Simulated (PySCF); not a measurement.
Two species compared at the same levels of theory.

First species: [NbOCl4]- (charge -1 and singlet state).
Structure used (PBE0-D3(BJ)/def2-SVP), in Å, numbered top down from 1:
```
atom  x, y, z in Å
Nb1    0.000    0.000    0.106
O2    -0.002   -0.008    1.788
Cl3    2.320    0.002   -0.469
Cl4    0.000    2.320   -0.463
Cl5   -2.318    0.001   -0.475
Cl6    0.001   -2.315   -0.486
```

Second species: SeMe2, C2H6Se.
Bonds: Se1–C2, Se1–C6. Hydrogens: H3, H4, H5 on C2; H7, H8, H9 on C6.

Levels: B3LYP/def2-SVPD for HOMO energy, LUMO energy, HOMO–LUMO gap and static isotropic polarisability; TDDFT B3LYP/def2-SVPD for lowest singlet excitation; TDA B3LYP/def2-SVPD for lowest triplet excitation (Tamm–Dancoff). Geometries: PBE0-D3(BJ)/def2-SVP. Each species is one conformer at its optimised geometry, gas phase (atoms past krypton carry core potentials, spin–orbit coupling is left out). Electronic properties by PySCF.

Values for the first species:

* HOMO energy: -3.94 eV
* LUMO energy: 0.34 eV
* HOMO–LUMO gap: 4.28 eV
* Lowest singlet excitation: 3.48 eV
* Lowest triplet excitation (Tamm–Dancoff): 3.02 eV
* Static isotropic polarisability: 116.1 au

(1) Estimate the same properties for the second species, and the change in each.

Results:

(1) 
```
                                property     first    second  second less first
                             HOMO energy  -3.94 eV  -5.81 eV           -1.87 eV
                             LUMO energy   0.34 eV  -0.11 eV           -0.45 eV
                           HOMO–LUMO gap   4.28 eV   5.70 eV           +1.42 eV
               lowest singlet excitation   3.48 eV   4.56 eV           +1.08 eV
lowest triplet excitation (Tamm–Dancoff)   3.02 eV   4.16 eV           +1.14 eV
         static isotropic polarisability  116.1 au   56.3 au           -59.8 au
```

On the first: The 10 singlets span 3.48 to 5.01 eV, and their oscillator strengths add up to 0.16. The polarisability is 17.21 Å³ as a volume (1 au = 0.148185 Å³). Atoms past krypton carry effective core potentials; spin–orbit coupling is left out.

On the second: The vertical singlet–triplet gap S1 − T1 is 0.40 eV (TDDFT singlet less Tamm–Dancoff triplet; S1: HOMO→LUMO, weight 0.98; T1: HOMO→LUMO, weight 0.94). No computed singlet falls in the visible range (750 to 380 nm, 1.65 to 3.26 eV); S1 lies 1.30 eV above its blue end. The calculation is non-relativistic and has no spin–orbit coupling, an omission that weighs most on selenium.
